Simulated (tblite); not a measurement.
Parent: `[SiH3:1][C@:2]12[CH:3]=[CH:4][C@H:5]1[CH:6]=[CH:7]2`, C6H8Si.

The geometries are computed with GFN2-xTB (gas phase). One conformer each, not checked by frequencies here.

```tsv
coordinate of the parent	value
Si1–C2	1.883 Å
C2–C3	1.513 Å
C3=C4	1.329 Å
C4–C5	1.509 Å
C5–C6	1.509 Å
C6=C7	1.329 Å
C2–C5	1.567 Å
C2–C7	1.513 Å
Si1–C2–C3	120.3°
Si1–C2–C5	122.9°
Si1–C2–C7	120.3°
C3–C2–C5	85.4°
C3–C2–C7	112.6°
C5–C2–C7	85.4°
C2–C3–C4	94.5°
C3–C4–C5	94.6°
C4–C5–C6	114.3°
C2–C5–C4	85.6°
C2–C5–C6	85.6°
C5–C6–C7	94.6°
C2–C7–C6	94.5°
```

Task: How does the shared frame change in `[CH3:1]/[N:2]=[CH:3]/[C:4]1=[CH:5][C@@:6]2([SiH3:7])[CH:8]=[CH:9][C@@H:10]12` with N2–C3–C4–C5 178°, C8H11NSi? Atoms pair as Si1 = Si7, C2 = C6, C3 = C5, C4 = C4, C5 = C10, C6 = C9, C7 = C8 (parent first).

Result: 
```csv
parent,relative,value in the relative,change
Si1–C2,Si7–C6,1.885 Å,+0.002
C2–C3,C6–C5,1.506 Å,-0.007
C3=C4,C5=C4,1.344 Å,+0.015
C4–C5,C4–C10,1.515 Å,+0.006
C5–C6,C10–C9,1.506 Å,-0.003
C6=C7,C9=C8,1.329 Å,0.000
C2–C5,C6–C10,1.567 Å,0.000
C2–C7,C6–C8,1.515 Å,+0.002
Si1–C2–C3,Si7–C6–C5,119.9°,-0.4
Si1–C2–C5,Si7–C6–C10,122.8°,-0.1
Si1–C2–C7,Si7–C6–C8,120.8°,+0.5
C3–C2–C5,C5–C6–C10,85.9°,+0.5
C3–C2–C7,C5–C6–C8,112.4°,-0.2
C5–C2–C7,C10–C6–C8,85.3°,-0.1
C2–C3–C4,C6–C5–C4,94.5°,0.0
C3–C4–C5,C5–C4–C10,94.0°,-0.6
C4–C5–C6,C4–C10–C9,114.1°,-0.2
C2–C5–C4,C6–C10–C4,85.6°,0.0
C2–C5–C6,C6–C10–C9,85.7°,+0.1
C5–C6–C7,C10–C9–C8,94.7°,+0.1
C2–C7–C6,C6–C8–C9,94.4°,-0.1
```

Of the parent's bonds, C3–C4 changes most (+0.015 Å). Bonds of the relative outside the shared frame: C1–N2 1.424, N2=C3 1.264, C3–C4 1.433 Å. Point group Cs → C1.

Task: How does the shared frame change in `[F:1][CH2:2][C:3]1=[CH:4][C@@:5]2([SiH3:6])[CH:7]=[CH:8][C@@H:9]12` with F1–C2–C3–C4 125°, C7H9FSi? Atoms pair as Si1 = Si6, C2 = C5, C3 = C4, C4 = C3, C5 = C9, C6 = C8, C7 = C7 (parent first).

Result: 
| parent | relative | value in the relative | change |
| --- | --- | --- | --- |
| Si1–C2 | Si6–C5 | 1.886 Å | +0.003 |
| C2–C3 | C5–C4 | 1.511 Å | -0.002 |
| C3=C4 | C4=C3 | 1.333 Å | +0.004 |
| C4–C5 | C3–C9 | 1.513 Å | +0.004 |
| C5–C6 | C9–C8 | 1.508 Å | -0.001 |
| C6=C7 | C8=C7 | 1.329 Å | 0.000 |
| C2–C5 | C5–C9 | 1.567 Å | 0.000 |
| C2–C7 | C5–C7 | 1.514 Å | +0.001 |
| Si1–C2–C3 | Si6–C5–C4 | 120.2° | -0.1 |
| Si1–C2–C5 | Si6–C5–C9 | 122.6° | -0.3 |
| Si1–C2–C7 | Si6–C5–C7 | 120.5° | +0.2 |
| C3–C2–C5 | C4–C5–C9 | 85.7° | +0.3 |
| C3–C2–C7 | C4–C5–C7 | 112.6° | 0.0 |
| C5–C2–C7 | C9–C5–C7 | 85.3° | -0.1 |
| C2–C3–C4 | C5–C4–C3 | 94.4° | -0.1 |
| C3–C4–C5 | C4–C3–C9 | 94.5° | -0.1 |
| C4–C5–C6 | C3–C9–C8 | 114.1° | -0.2 |
| C2–C5–C4 | C5–C9–C3 | 85.4° | -0.2 |
| C2–C5–C6 | C5–C9–C8 | 85.6° | 0.0 |
| C5–C6–C7 | C9–C8–C7 | 94.6° | 0.0 |
| C2–C7–C6 | C5–C7–C8 | 94.5° | 0.0 |

Of the parent's bonds, Si1–C2, C3–C4 and C4–C5 change most and about equally (+0.003 to +0.004 Å). Bonds of the relative outside the shared frame: F1–C2 1.381, C2–C3 1.484 Å. Point group Cs → C1.

Task: How does the shared frame change in `[CH3:1][C:2](=[O:3])[C:4]1=[CH:5][C@@:6]2([SiH3:7])[CH:8]=[CH:9][C@@H:10]12` with C1–C2–C4–C5 -174°, C8H10OSi? Atoms pair as Si1 = Si7, C2 = C6, C3 = C5, C4 = C4, C5 = C10, C6 = C9, C7 = C8 (parent first).

Result: 
| parent | relative | value in the relative | change |
| --- | --- | --- | --- |
| Si1–C2 | Si7–C6 | 1.888 Å | +0.005 |
| C2–C3 | C6–C5 | 1.503 Å | -0.010 |
| C3=C4 | C5=C4 | 1.345 Å | +0.016 |
| C4–C5 | C4–C10 | 1.516 Å | +0.007 |
| C5–C6 | C10–C9 | 1.508 Å | -0.001 |
| C6=C7 | C9=C8 | 1.329 Å | 0.000 |
| C2–C5 | C6–C10 | 1.566 Å | -0.001 |
| C2–C7 | C6–C8 | 1.515 Å | +0.002 |
| Si1–C2–C3 | Si7–C6–C5 | 120.4° | +0.1 |
| Si1–C2–C5 | Si7–C6–C10 | 122.9° | 0.0 |
| Si1–C2–C7 | Si7–C6–C8 | 120.1° | -0.2 |
| C3–C2–C5 | C5–C6–C10 | 86.1° | +0.7 |
| C3–C2–C7 | C5–C6–C8 | 112.3° | -0.3 |
| C5–C2–C7 | C10–C6–C8 | 85.3° | -0.1 |
| C2–C3–C4 | C6–C5–C4 | 94.4° | -0.1 |
| C3–C4–C5 | C5–C4–C10 | 94.0° | -0.6 |
| C4–C5–C6 | C4–C10–C9 | 114.2° | -0.1 |
| C2–C5–C4 | C6–C10–C4 | 85.5° | -0.1 |
| C2–C5–C6 | C6–C10–C9 | 85.6° | 0.0 |
| C5–C6–C7 | C10–C9–C8 | 94.6° | 0.0 |
| C2–C7–C6 | C6–C8–C9 | 94.4° | -0.1 |

Of the parent's bonds, C3–C4 changes most (+0.016 Å). Bonds of the relative outside the shared frame: C1–C2 1.510, C2=O3 1.212, C2–C4 1.459 Å. Point group Cs → C1.

Task: How does the shared frame change in `[CH3:1][C:2](=[S:3])[C:4]1=[CH:5][C@@:6]2([SiH3:7])[CH:8]=[CH:9][C@@H:10]12` with C1–C2–C4–C5 -178°, C8H10SSi? Atoms pair as Si1 = Si7, C2 = C6, C3 = C5, C4 = C4, C5 = C10, C6 = C9, C7 = C8 (parent first).

Result: 
```tsv
parent	relative	value in the relative	change
Si1–C2	Si7–C6	1.890 Å	+0.007
C2–C3	C6–C5	1.499 Å	-0.014
C3=C4	C5=C4	1.352 Å	+0.023
C4–C5	C4–C10	1.519 Å	+0.010
C5–C6	C10–C9	1.507 Å	-0.002
C6=C7	C9=C8	1.329 Å	0.000
C2–C5	C6–C10	1.566 Å	-0.001
C2–C7	C6–C8	1.516 Å	+0.003
Si1–C2–C3	Si7–C6–C5	120.3°	0.0
Si1–C2–C5	Si7–C6–C10	123.3°	+0.4
Si1–C2–C7	Si7–C6–C8	120.0°	-0.3
C3–C2–C5	C5–C6–C10	86.3°	+0.9
C3–C2–C7	C5–C6–C8	112.2°	-0.4
C5–C2–C7	C10–C6–C8	85.3°	-0.1
C2–C3–C4	C6–C5–C4	94.5°	0.0
C3–C4–C5	C5–C4–C10	93.6°	-1.0
C4–C5–C6	C4–C10–C9	114.1°	-0.2
C2–C5–C4	C6–C10–C4	85.5°	-0.1
C2–C5–C6	C6–C10–C9	85.7°	+0.1
C5–C6–C7	C10–C9–C8	94.7°	+0.1
C2–C7–C6	C6–C8–C9	94.3°	-0.2
```

Of the parent's bonds, C3–C4 changes most (+0.023 Å). Bonds of the relative outside the shared frame: C1–C2 1.493, C2=S3 1.643, C2–C4 1.422 Å. Point group Cs → C1.

Task: How does the shared frame change in `[SiH3:1][C@@:2]12[CH:3]=[CH:4][C@@H:5]1[C:6]([CH2:7][Cl:8])=[CH:9]2` with C5–C6–C7–Cl8 71°, C7H9ClSi? Atoms pair as Si1 = Si1, C2 = C2, C3 = C3, C4 = C4, C5 = C5, C6 = C6, C7 = C9 (parent first).

Result: 
| parent | relative | value in the relative | change |
| --- | --- | --- | --- |
| Si1–C2 | Si1–C2 | 1.886 Å | +0.003 |
| C2–C3 | C2–C3 | 1.513 Å | 0.000 |
| C3=C4 | C3=C4 | 1.329 Å | 0.000 |
| C4–C5 | C4–C5 | 1.508 Å | -0.001 |
| C5–C6 | C5–C6 | 1.513 Å | +0.004 |
| C6=C7 | C6=C9 | 1.335 Å | +0.006 |
| C2–C5 | C2–C5 | 1.567 Å | 0.000 |
| C2–C7 | C2–C9 | 1.511 Å | -0.002 |
| Si1–C2–C3 | Si1–C2–C3 | 120.7° | +0.4 |
| Si1–C2–C5 | Si1–C2–C5 | 122.4° | -0.5 |
| Si1–C2–C7 | Si1–C2–C9 | 120.0° | -0.3 |
| C3–C2–C5 | C3–C2–C5 | 85.4° | 0.0 |
| C3–C2–C7 | C3–C2–C9 | 112.7° | +0.1 |
| C5–C2–C7 | C5–C2–C9 | 85.7° | +0.3 |
| C2–C3–C4 | C2–C3–C4 | 94.4° | -0.1 |
| C3–C4–C5 | C3–C4–C5 | 94.6° | 0.0 |
| C4–C5–C6 | C4–C5–C6 | 114.2° | -0.1 |
| C2–C5–C4 | C2–C5–C4 | 85.6° | 0.0 |
| C2–C5–C6 | C2–C5–C6 | 85.5° | -0.1 |
| C5–C6–C7 | C5–C6–C9 | 94.4° | -0.2 |
| C2–C7–C6 | C2–C9–C6 | 94.4° | -0.1 |

Of the parent's bonds, C6–C7 changes most (+0.006 Å). Bonds of the relative outside the shared frame: C6–C7 1.474, C7–Cl8 1.806 Å. Point group Cs → C1.
